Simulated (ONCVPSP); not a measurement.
**What one change does to a pseudopotential (gallium, ONCV)**

| Quantity | Value |
| --- | --- |
| Element | Ga |
| Generator | ONCVPSP 4.0.1 |
| Type | optimised norm-conserving Vanderbilt (ONCV) |
| Functional | revPBE |
| Relativity | fully relativistic |
| Frozen core | [Ar] 3d10 |
| Valence charge | 3 |
| Reference configuration | 4s2 4p1 |
| Partial waves | 4s: rc 2.05 bohr, ncon 4, nbas 9, qcut 3.2 1/bohr, 2 projectors, debl 2.1 Ha; 4p: rc 2.45 bohr, ncon 4, nbas 8, qcut 3.7 1/bohr, 2 projectors, debl 3.8 Ha |
| Local potential | polynomial inside 1.50 bohr (lpopt 5, dvloc0 0 Ha) |
| Core correction | none |

Open shells are filled in proportion to 2j + 1.

All-electron outer shells of the reference configuration (revPBE, scalar-relativistic, ld1.x):

| shell | level (eV) | outermost node (bohr) | outermost maximum (bohr) |
| --- | --- | --- | --- |
| 3p | -98.86 | 0.24 | 0.56 |
| 3d | -19.11 | – | 0.53 |
| 4s | -8.88 | 0.81 | 1.90 |
| 4p | -2.53 | 0.87 | 2.53 |

Change: core correction Teter function fitted to the true core (icmod 2), fcfact 0.35.

Cutoffs: the cutoffs (Ha) at which the residual kinetic energy of the hardest occupied pseudo-wave falls to 1 and 0.1 mHa per electron; they do not see the model core or the augmentation charge, which bear on the density cutoff. Errors are all-electron minus pseudo energies relative to the spin-unpolarised reference configuration.

Problem. How do hardness, ghosts and transferability respond?

Solution. The potential gets neither clearly harder nor softer (8.3 Ha and 50 Ha → 8.3 Ha and 50 Ha); of the 4 tests that both files solve, the error grows in 2 and shrinks in 0 by more than 15 % and 0.3 meV (median size 8.6 → 12.7 meV); neither file shows a bound ghost. A model core, the more so a compact one, raises the density cutoff, which this test does not measure.

| quantity | base | changed |
| --- | --- | --- |
| cutoff, loose | 8.3 Ha | 8.3 Ha |
| cutoff, tight | 50 Ha | 50 Ha |
| bound ghosts | none | none |
| GHOST(+) flags under 300 eV | s at 104.2 eV | s at 104.2 eV |
| error for 4s2 4p0, meV [ΔE 5.62 eV] | +3.2 | -3.6 |
| error for 4s1 4p0, meV [ΔE 26.61 eV] | -34 | -187 |
| error for 4s2 4p0.5, meV [ΔE 2.00 eV] | +0.7 | +0.5 |
| error for 4s1 4p2, meV [ΔE 6.51 eV] | +14 | -22 |
| s: phases at 2.08 bohr within 0.05 rad from the reference energy up to (Ha; the scan ends near 5) | 3.0 | 3.0 |
| p3/2: phases at 2.49 bohr within 0.05 rad from the reference energy up to (Ha; the scan ends near 5) | 2.2 | 2.2 |
| p1/2: phases at 2.49 bohr within 0.05 rad from the reference energy up to (Ha; the scan ends near 5) | 2.2 | 2.2 |

Base: The cutoffs count occupied waves only; projector 2 of the p channel, the hardest unoccupied one, needs 35 Ha at the loose tolerance. Changed file: The cutoffs count occupied waves only; projector 2 of the p channel, the hardest unoccupied one, needs 35 Ha at the loose tolerance.
